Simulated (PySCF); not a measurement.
C₃H₉NSi, SMILES NC/C=C/[SiH3]. Atoms are numbered in the order given.

```xyz
14

N     -2.7043    -1.0313    -0.2850
C     -1.9557     0.0125     0.4144
C     -0.4603    -0.1795     0.4048
C      0.4360     0.6640    -0.1338
Si     2.2795     0.3564    -0.1606
H     -2.5603    -1.9356     0.1668
H     -2.3464    -1.1325    -1.2359
H     -2.3154     0.0460     1.4587
H     -2.2042     0.9909    -0.0307
H     -0.1127    -1.1202     0.8584
H      0.0519     1.5923    -0.5820
H      2.5655    -0.9581     0.4860
H      3.0172     1.4304     0.5709
H      2.8017     0.3337    -1.5608
```

Geometry optimised at B3LYP-D3(BJ)/def2-SVP. The structure was generated by enumeration; whether it is a known compound was not checked. The values are those of a single conformer.

The numbers are results of PySCF with TDDFT-PBE/def2-SVPD, not measurements.

Vertical excitations. The molecule is in vacuum.

```tsv
state	energy (eV)	λ (nm)	f	main pairs
S1	4.49	276	0.069	HOMO→LUMO 96 %
S2	5.58	222	0.003	HOMO→LUMO+1 100 %
S3	6.02	206	0.011	HOMO→LUMO+2 97 %
S4	6.13	202	0.008	HOMO→LUMO+3 95 %
S5	6.21	200	0.026	HOMO→LUMO+4 86 %
S6	6.41	193	0.273	HOMO→LUMO+5 37 %, HOMO−1→LUMO 36 %, HOMO→LUMO+4 8 %
S7	6.44	192	0.096	HOMO→LUMO+5 63 %, HOMO−1→LUMO 19 %
S8	6.48	191	0.005	HOMO→LUMO+6 98 %
S9	6.65	186	0.012	HOMO−1→LUMO+1 82 %
S10	6.67	186	0.029	HOMO−2→LUMO 65 %, HOMO−3→LUMO 13 %
T1	3.94	315	0	HOMO→LUMO 85 %, HOMO−1→LUMO 14 %
T2	4.50	275	0	HOMO−1→LUMO 83 %, HOMO→LUMO 15 %
T3	5.49	226	0	HOMO→LUMO+1 98 %
T4	5.87	211	0	HOMO→LUMO+2 94 %
```
Triplets are in the Tamm–Dancoff approximation, which puts them higher than full response would, so one can lie above its singlet here.
